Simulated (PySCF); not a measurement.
Delta-SCF ions had no search for a lower state. Excitations are Tamm–Dancoff values on a coarser integration grid. The basis has no diffuse functions, so Rydberg states are missing or too high.

Z-matrix (Å, degrees):
```
C
H 1 1.1018
H 1 1.1234 2 104.00
C 1 1.4959 2 112.25 3 117.94
C 4 1.3361 1 125.01 2 6.60
H 5 1.0906 4 121.55 1 178.07
H 5 1.0932 6 116.95 4 179.63
H 4 1.0958 5 119.08 6 0.20
B 1 1.5538 2 113.97 3 -104.09
H 9 1.2035 1 119.90 2 27.90
H 9 1.2040 10 119.18 1 -174.92
```
Charge 0, multiplicity 1.

### Question
Predict the LUMO, total energy, S1 oscillator strength, S1 excitation (TDA) and vertical ionisation energy (Delta-SCF) from PBE-D3(BJ)/def2-TZVP run with PySCF 2.14.0.

### Answer

| Property | Result |
|---|---|
| LUMO | -2.35 eV |
| total energy | -143.1678 Ha |
| S1 oscillator strength | 0.005 |
| S1 excitation (TDA) | 3.87 eV |
| vertical ionisation energy (Delta-SCF) | 9.35 eV |
